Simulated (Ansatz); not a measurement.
AlGe23H32, relaxed as a doublet with UKS PBE-D4/def2-SVP in Ansatz, starting from the GFN2-xTB geometry. Force threshold 0.03 eV/Å.

Single mean-field runs in def2-SVP are fitted with def2-universal-jkfit.

Start:

```xyz
56

Ge    4.433    0.242   -0.431
Ge    1.844   -3.800   -0.622
Ge   -2.039   -1.228    4.532
Ge   -1.396   -3.953    1.807
Ge    0.817   -0.598    1.347
Ge   -0.152    3.021    0.422
Ge    0.682   -0.258   -1.778
Ge   -3.001   -0.291    0.933
Ge    2.729    3.200   -2.476
Ge   -1.049    3.458   -3.520
Ge   -1.879   -3.220   -1.916
Ge    3.227   -0.152    1.610
Ge   -0.235    0.077    3.498
Ge    1.966    4.007   -0.314
Ge    0.860   -3.080    1.458
Ge    2.921    0.768   -2.245
Ge    0.469   -2.687   -2.271
Ge   -1.799   -3.601    4.167
Ge   -3.878   -0.408    3.206
Ge   -2.833   -2.680    0.269
Al   -0.991    0.728   -0.053
Ge   -1.603    4.165   -1.213
Ge   -0.841    0.982   -3.360
Ge    1.234    3.898   -4.253
H     5.412    1.394   -0.275
H     5.346   -0.918   -0.769
H     1.914   -5.298   -0.826
H     3.293   -3.357   -0.765
H    -2.060   -0.870    6.026
H    -1.338   -5.460    1.506
H    -0.513    3.973    1.584
H    -4.264    0.038    0.099
H     4.152    3.712   -2.739
H    -1.969    3.707   -4.748
H    -2.077   -4.702   -2.220
H    -2.671   -2.590   -3.052
H     3.860   -1.321    2.352
H     3.494    0.997    2.571
H     0.767    0.731    4.454
H    -0.990    1.377    3.066
H     3.075    3.700    0.688
H     1.992    5.527   -0.300
H     1.802   -3.456    2.615
H     3.473    0.131   -3.541
H     0.908   -2.992   -3.719
H    -0.741   -4.241    5.046
H    -3.065   -4.287    4.654
H    -5.133   -1.245    3.438
H    -4.315    0.956    3.727
H    -4.161   -3.461    0.271
H    -3.097    3.824   -1.195
H    -1.699    5.697   -1.377
H    -1.866    1.160   -1.423
H    -2.143    0.164   -3.775
H     1.520    5.342   -4.628
H     1.610    3.177   -5.544
```

(1) Estimate the energy that the relaxation releases and the steps that it takes.

(2) Does the start keep its bonding and symmetry?

(3) Predict the relaxed structure.

Answers

(1) 53.7 kcal/mol, in 23 steps; 3.9 min on 11 threads of AMD EPYC 7R13 on a shared host and a whole NVIDIA H100 80GB HBM3. No frequencies were taken in this run, so the end may be a saddle point.

(2) Bonds lost: Al21–H53 (atoms count from 1). Bonds formed: Ge23–H53 (atoms count from 1).

(3) 
Cartesian coordinates in Å:
```
Ge 4.376 -0.050 -0.652
Ge 1.819 -3.847 -0.637
Ge -2.017 -0.843 4.366
Ge -1.303 -3.858 1.875
Ge 1.118 -0.679 1.679
Ge -0.384 3.083 0.522
Ge 0.543 -0.217 -1.828
Ge -2.833 -0.369 0.524
Ge 2.590 3.227 -2.184
Ge -1.216 3.197 -3.357
Ge -1.886 -3.376 -2.020
Ge 3.446 0.077 1.607
Ge 0.205 0.071 3.878
Ge 1.824 4.012 0.007
Ge 1.012 -3.123 1.555
Ge 2.737 0.782 -2.269
Ge 0.440 -2.631 -2.249
Ge -1.949 -3.280 4.164
Ge -3.670 0.036 2.792
Ge -2.756 -2.801 0.201
Al -0.575 0.626 0.302
Ge -1.893 4.039 -1.161
Ge -1.186 0.749 -3.348
Ge 1.036 3.966 -3.924
H 5.683 0.791 -0.744
H 4.733 -1.530 -0.970
H 1.622 -5.382 -0.805
H 3.329 -3.522 -0.824
H -2.362 -0.441 5.836
H -1.347 -5.409 1.685
H -0.831 3.658 1.905
H -3.905 0.188 -0.468
H 4.016 3.793 -2.483
H -2.222 3.638 -4.468
H -1.932 -4.920 -2.230
H -2.753 -2.720 -3.135
H 4.280 -0.822 2.570
H 3.522 1.540 2.127
H 1.243 -0.390 4.951
H 0.189 1.628 3.872
H 2.874 3.614 1.085
H 1.775 5.569 -0.044
H 1.923 -3.687 2.693
H 3.175 0.337 -3.703
H 0.951 -2.876 -3.705
H -0.920 -3.885 5.164
H -3.352 -3.866 4.505
H -5.035 -0.663 3.067
H -3.853 1.563 3.043
H -4.174 -3.441 0.350
H -3.364 3.603 -0.896
H -1.852 5.597 -1.195
H -2.559 0.155 -2.921
H -0.848 0.184 -4.768
H 1.051 5.519 -4.035
H 1.466 3.383 -5.303
```
Bond lengths: 28 × Ge–Ge 2.45 to 2.50 Å; 4 × Al–Ge 2.47 to 2.55 Å; 32 × Ge–H 1.56 to 1.57 Å.
